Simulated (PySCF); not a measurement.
## Correlation energy of Ni (nickel, neutral)

[Ar] 3d8 4s1 4p1, one real determinant (an excited configuration). All numbers are calculated (PySCF 2.14, scalar relativity by spin-free X2C-1e, in x2c-TZVPPall (6s5p4d2f1g, 64 functions)). Frozen: [Ne]; 18 electrons correlated.

```csv
level,correlation energy (mhartree)
CCSD,-589.78
(T),-12.77
CCSD(T),-602.55
```

Diagnostics: T1 = 0.013, D1 = 0.0420, largest double amplitude 0.041.

The real determinant used has ⟨L²⟩ near 14 against 20 for a pure G term, so it mixes terms.

Cost of the coupled-cluster step: roughly 23 core-seconds, for 18 correlated electrons.

The basis was made for the ground configuration and has no added diffuse functions, which can raise the energy of the promoted electron.

The reference is one real determinant that mixes LS terms of this configuration.

This basis was not built for core-valence correlation, so the inner-shell part is incomplete.
